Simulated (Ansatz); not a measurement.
## Ansatz (development build ahead of 0.2.0) run

```yaml
crystal:
  periodic: [false, false, false]
  atoms:
    - { symbol: C, position_ang: [0.0, 1.4, 0.0] }
    - { symbol: C, position_ang: [1.21244, 0.7, 0.0] }
    - { symbol: C, position_ang: [1.21244, -0.7, 0.0] }
    - { symbol: C, position_ang: [0.0, -1.4, 0.0] }
    - { symbol: C, position_ang: [-1.21244, -0.7, 0.0] }
    - { symbol: C, position_ang: [-1.21244, 0.7, 0.0] }
    - { symbol: C, position_ang: [2.42487, 1.4, 0.0] }
    - { symbol: C, position_ang: [3.63731, 0.7, 0.0] }
    - { symbol: C, position_ang: [3.63731, -0.7, 0.0] }
    - { symbol: C, position_ang: [2.42487, -1.4, 0.0] }
    - { symbol: H, position_ang: [0.0, -2.485, 0.0] }
    - { symbol: H, position_ang: [-2.15207, -1.2425, 0.0] }
    - { symbol: H, position_ang: [2.42487, 2.485, 0.0] }
    - { symbol: H, position_ang: [4.57694, 1.2425, 0.0] }
    - { symbol: H, position_ang: [4.57694, -1.2425, 0.0] }
    - { symbol: H, position_ang: [2.42487, -2.485, 0.0] }
basis:
  gaussian: { orbitals: def2-TZVP }
magnetization:
  initial_magnetization: 2
hamiltonian:
  xc: pbe0
```

The input is written out in the form of the current development build from the run's settings.

Results

```
Converged                       : yes
Total energy                    : -384.16915 hartree
Spin squared of the determinant : 2.000
Stability test                  : minimum among restricted orbitals
```

Caution: another spin multiplicity may lie lower.
